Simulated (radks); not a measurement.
Q: Coherent X-ray form factor from a spherical all-electron density. Method: non-relativistic Kohn-Sham, LDA (Slater exchange, Perdew-Wang correlation), spin-polarised, spherical densities, point nucleus; computed with a radial shooting solver on a logarithmic mesh with Libxc functionals.

sin(theta)/lambda (1/angstrom)  f0 (electrons)
0.05                                    10.762
0.1                                     10.171
0.15                                     9.455
0.2                                      8.752
0.25                                     8.081
0.3                                      7.427
0.4                                      6.156
0.5                                      5.000
0.6                                      4.039
0.8                                      2.730
1                                        2.030
1.25                                     1.604
1.5                                      1.386
2                                        1.111

The species is in the configuration that NIST lists as its ground one. Which atom or ion scatters so?

A: The magnesium ion Mg+, [Ne] 3s1. Extrapolating in s^2 from the first two rows gives f0(0) = 11.0, near the electron count 11; among species with that count, the fall with angle is slower the higher Z, and the table is that of Z = 12; from so few rows the species is fixed only to a neighbour or two.
